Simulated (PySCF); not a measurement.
PySCF was given this input:
```python
from pyscf import gto, scf, dft
from pyscf.prop import polarizability

mol = gto.Mole()
mol.atom = '''
    Ge    0.50513499    0.58567599    1.05588004
    Cl    1.33515396    2.03340918   -0.30675896
    I    -0.73324409   -1.00584128   -0.53911810
'''
mol.basis = 'def2-svp'
mol.ecp = {'I': 'def2-svp'}
mol.verbose = 4
mol.build()

mf = dft.RKS(mol)
mf.xc = 'camb3lyp'
mf.kernel()
alpha = mf.Polarizability().polarizability()[2, 2]
print('alpha_zz =', alpha)
```

### Question
What is the computed number of basis functions (CAMB3LYP/def2-SVP, polarisability in PySCF)?

### Answer
76

### Question
Give the total energy at the level CAMB3LYP/def2-SVP, polarisability.

### Answer
-2834.710604 Ha

### Question
What is the computed polarisability along z (CAMB3LYP/def2-SVP, polarisability)?

### Answer
62.3 bohr³

### Question
Predict the Mulliken (on the basis functions themselves) charges in atom order from CAMB3LYP/def2-SVP, polarisability.

### Answer
Ge1 0.44, Cl2 -0.23, I3 -0.21
